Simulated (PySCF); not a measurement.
A geometry optimisation on 2-mercaptobenzyl alcohol (`OCC1=CC=CC=C1S`).

Method: PBE0-D3(BJ)/def2-SVP geometry optimisation, gas phase (PySCF 2.14.0). Start geometry: GFN2-xTB. The input is one job of a driver script: a line of settings, then coordinates in Å.

Input:
```
{"job": {"xc": "PBE0", "basis": "def2-SVP", "d3": "d3bj", "grid": 2, "kind": "geom"}, "charge": 0, "multiplicity": 1}
O      2.525357     0.783428     0.713180
C      1.909648     0.126693    -0.383079
C      0.430226    -0.102525    -0.195257
C     -0.075899    -1.395455    -0.205807
C     -1.431378    -1.641089    -0.079751
C     -2.309623    -0.579750     0.063617
C     -1.825011     0.712419     0.098936
C     -0.461754     0.958322    -0.019952
S      0.061937     2.648145     0.038862
H      2.401864     0.246988     1.504394
H      2.080440     0.783268    -1.243189
H      2.408360    -0.830806    -0.579026
H      0.610244    -2.221814    -0.328875
H     -1.798868    -2.655618    -0.098376
H     -3.370319    -0.758393     0.155235
H     -2.495672     1.549472     0.219625
H      1.333448     2.388745     0.329553
```

Question: Estimate the output.

Answer: 
```
step   0  E = -744.07074111  max force = 0.012216
step   1  E = -744.07278385  max force = 0.003448
step   2  E = -744.07279161  max force = 0.001983
step   3  E = -744.07299141  max force = 0.001057
step   4  E = -744.07297485  max force = 0.001774
step   5  E = -744.07303391  max force = 0.000348
step   6  E = -744.07304343  max force = 0.000492
step   7  E = -744.07304402  max force = 0.000872
step   8  E = -744.07304914  max force = 0.000055
optimisation converged
```

Energies in Eh; «max force» is the largest Cartesian gradient component in Eh/bohr.

Question: Give the first gradient maximum in eV/Å.

Answer: With 1 Eh/bohr = 51.422 eV/Å, 0.628 eV/Å.

Question: At which steps does the energy rise by more than 1e-5 Eh?

Answer: At step 4 (+0.02 mEh).

Main results: final energy -744.07305 Eh after 8 steps; dipole 2.30 D.

On an Arm Neoverse V2 with one thread, shared host with 96 logical CPUs at a one-minute load of 17, this took 1.7 min and 0.80 GiB of memory at its peak.
Labels such as C1 count atoms from 1, the log's own numbers from 0.
